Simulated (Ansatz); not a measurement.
Steps of a relaxation of CH7NSSi2 (`C[Si@@H]1S[Si@@H]1N`) with RKS PBE-D4/def2-SVP.

```sh
$ ansatz run in.yaml --threads 4 --pin off --events-out ev --progress --plain --max-ram 10444MiB
```

```yaml
crystal:
  periodic: [false, false, false]
  atoms:
    - {symbol: C, position_ang: [-1.309800, -0.993600, 1.220300]}
    - {symbol: Si, position_ang: [0.159100, 0.045100, 1.245600]}
    - {symbol: S, position_ang: [-0.079200, 1.804100, 0.027500]}
    - {symbol: Si, position_ang: [1.369000, 0.291100, -0.660800]}
    - {symbol: N, position_ang: [0.610600, -0.011300, -2.197000]}
    - {symbol: H, position_ang: [-1.193200, -1.929100, 1.630500]}
    - {symbol: H, position_ang: [-2.131800, -0.480400, 1.796500]}
    - {symbol: H, position_ang: [-1.706100, -1.076300, 0.187500]}
    - {symbol: H, position_ang: [0.777900, 0.398600, 2.603100]}
    - {symbol: H, position_ang: [2.623000, 0.925400, -0.751900]}
    - {symbol: H, position_ang: [1.192900, 0.422700, -2.866600]}
    - {symbol: H, position_ang: [-0.235500, 0.548700, -2.200700]}
basis:
  gaussian: {orbitals: def2-SVP}
hamiltonian: {xc: pbe, dispersion: d4}
relax: {f_tol: 0.03, max_steps: 200}
```

Positions (Å) and forces (eV/Å) along the path, 9 of 9 steps:

```xyz
12
step=1 energy=-29206.4229 eV
C    -1.310   -0.994    1.220   -2.298    2.130   -0.782
Si    0.159    0.045    1.246    1.416    1.070    0.290
S    -0.079    1.804    0.028   -0.155    0.798    0.737
Si    1.369    0.291   -0.661   -2.103    0.059    0.563
N     0.611   -0.011   -2.197   -0.137   -1.451    0.313
H    -1.193   -1.929    1.631    0.419   -3.001    1.223
H    -2.132   -0.480    1.796    0.383   -0.171   -0.157
H    -1.706   -1.076    0.188    0.206   -0.068   -0.017
H     0.778    0.399    2.603   -0.228   -0.391   -0.309
H     2.623    0.925   -0.752    1.961    0.490   -0.202
H     1.193    0.423   -2.867    1.155    0.480   -1.721
H    -0.235    0.549   -2.201   -0.620    0.054    0.060
12
step=2 energy=-29207.0894 eV
C    -1.335   -0.989    1.236   -1.174    0.474   -0.131
Si    0.141    0.101    1.264    0.961    0.273    0.066
S    -0.100    1.947    0.158    0.093    0.309    0.062
Si    1.298    0.430   -0.665   -0.690    0.278    0.230
N     0.645   -0.046   -2.232    0.023    0.050    0.350
H    -1.187   -1.983    1.644    0.220   -0.747    0.289
H    -2.147   -0.496    1.820    0.070   -0.125   -0.033
H    -1.705   -1.068    0.193    0.072   -0.072    0.015
H     0.781    0.322    2.621   -0.127   -0.169   -0.135
H     2.701    0.889   -0.766    0.426    0.007   -0.051
H     1.233    0.373   -2.951    0.272   -0.024   -0.517
H    -0.247    0.466   -2.288   -0.146   -0.254   -0.145
12
step=3 energy=-29207.2307 eV
C    -1.369   -0.952    1.230   -0.414    0.114   -0.180
Si    0.165    0.109    1.233    0.212    0.099    0.310
S    -0.081    2.019    0.199    0.225    0.096    0.038
Si    1.313    0.524   -0.666   -0.467    0.148   -0.013
N     0.698   -0.064   -2.210   -0.119    0.337    0.256
H    -1.164   -1.965    1.601    0.078   -0.320    0.152
H    -2.185   -0.507    1.842    0.122   -0.009   -0.005
H    -1.737   -1.033    0.188   -0.040   -0.037   -0.014
H     0.783    0.227    2.608   -0.025   -0.021   -0.110
H     2.748    0.929   -0.747    0.140   -0.027   -0.063
H     1.190    0.386   -2.989    0.050   -0.060   -0.202
H    -0.283    0.272   -2.253    0.236   -0.320   -0.170
12
step=4 energy=-29207.2892 eV
C    -1.396   -0.935    1.229    0.056   -0.090   -0.061
Si    0.168    0.122    1.235   -0.124   -0.017    0.135
S    -0.054    2.082    0.256    0.185   -0.037    0.030
Si    1.288    0.591   -0.667   -0.085   -0.029   -0.207
N     0.762   -0.060   -2.222   -0.965    0.576    0.079
H    -1.158   -1.965    1.572   -0.038    0.057    0.027
H    -2.189   -0.513    1.881    0.060   -0.002   -0.001
H    -1.789   -1.004    0.195   -0.038    0.011    0.024
H     0.799    0.179    2.606   -0.016    0.014   -0.076
H     2.751    0.933   -0.735   -0.075    0.007   -0.027
H     1.183    0.434   -3.028   -0.120   -0.162    0.181
H    -0.287    0.082   -2.287    1.159   -0.328   -0.104
12
step=5 energy=-29207.3423 eV
C    -1.404   -0.938    1.218   -0.105    0.060    0.077
Si    0.152    0.118    1.250    0.250    0.052   -0.054
S     0.034    2.118    0.346   -0.184    0.106    0.039
Si    1.251    0.607   -0.667    0.420    0.274    0.726
N     0.770   -0.004   -2.190   -0.507   -0.108   -1.066
H    -1.183   -1.972    1.555    0.015    0.023    0.005
H    -2.169   -0.502    1.893   -0.063   -0.051    0.004
H    -1.821   -0.981    0.193   -0.018    0.004    0.005
H     0.801    0.164    2.607   -0.032   -0.094   -0.010
H     2.700    0.983   -0.792   -0.033   -0.056    0.040
H     1.189    0.449   -3.015   -0.009   -0.097    0.142
H    -0.243   -0.098   -2.364    0.265   -0.111    0.093
12
step=6 energy=-29207.3780 eV
C    -1.424   -0.908    1.236    0.010   -0.035   -0.017
Si    0.163    0.114    1.238   -0.111    0.078    0.000
S    -0.018    2.115    0.340    0.077   -0.021    0.064
Si    1.264    0.633   -0.667   -0.112   -0.027   -0.125
N     0.801    0.020   -2.228    0.048   -0.067    0.167
H    -1.187   -1.961    1.492   -0.043   -0.008   -0.007
H    -2.160   -0.526    1.973    0.056    0.022    0.012
H    -1.895   -0.880    0.234    0.006   -0.021    0.011
H     0.819    0.107    2.591    0.024   -0.012    0.001
H     2.714    1.003   -0.758   -0.008    0.036    0.008
H     1.167    0.511   -3.047   -0.075   -0.012   -0.070
H    -0.168   -0.283   -2.371    0.129    0.067   -0.044
12
step=7 energy=-29207.3860 eV
C    -1.432   -0.900    1.230   -0.008   -0.017    0.009
Si    0.156    0.118    1.234    0.018   -0.011   -0.055
S    -0.005    2.127    0.368   -0.002    0.024    0.018
Si    1.258    0.649   -0.669    0.033   -0.040    0.024
N     0.829    0.002   -2.222   -0.057   -0.003   -0.074
H    -1.211   -1.961    1.472    0.005   -0.003    0.014
H    -2.147   -0.514    1.985    0.000    0.003   -0.005
H    -1.918   -0.860    0.236   -0.012    0.018    0.006
H     0.839    0.068    2.573   -0.007    0.011    0.010
H     2.699    1.051   -0.757   -0.017    0.020    0.017
H     1.132    0.516   -3.056    0.001   -0.004    0.020
H    -0.123   -0.352   -2.359    0.046    0.002    0.016
12
step=8 energy=-29207.3865 eV
C    -1.435   -0.897    1.231    0.029    0.013    0.019
Si    0.155    0.117    1.229   -0.017    0.022   -0.011
S    -0.007    2.124    0.358    0.009    0.006    0.013
Si    1.264    0.644   -0.670    0.003   -0.011    0.011
N     0.840   -0.005   -2.225   -0.006   -0.007   -0.024
H    -1.211   -1.965    1.422    0.008   -0.061    0.021
H    -2.126   -0.541    2.021   -0.011    0.023    0.030
H    -1.950   -0.812    0.257   -0.030    0.009   -0.063
H     0.827    0.080    2.575    0.011   -0.004   -0.005
H     2.702    1.059   -0.753   -0.009    0.011    0.013
H     1.118    0.529   -3.054    0.014    0.006   -0.019
H    -0.100   -0.388   -2.357   -0.002   -0.007    0.015
12
step=9 energy=-29207.3874 eV
C    -1.440   -0.898    1.237   -0.003   -0.010   -0.006
Si    0.153    0.114    1.225   -0.013    0.002   -0.001
S    -0.006    2.124    0.364   -0.002   -0.005    0.008
Si    1.261    0.644   -0.673    0.003   -0.003   -0.010
N     0.845    0.001   -2.233   -0.002   -0.001   -0.001
H    -1.220   -1.965    1.446    0.001   -0.004    0.005
H    -2.129   -0.526    2.023    0.003    0.008    0.000
H    -1.958   -0.826    0.260    0.007    0.005    0.008
H     0.837    0.065    2.565   -0.002    0.001   -0.009
H     2.696    1.070   -0.747   -0.002   -0.002    0.003
H     1.126    0.535   -3.061    0.004    0.004   -0.008
H    -0.089   -0.395   -2.370    0.006    0.003    0.012
```

It took 13 s on 4 threads of an Arm Neoverse V2 on a shared host, with 0.16 GiB of host memory at the peak.
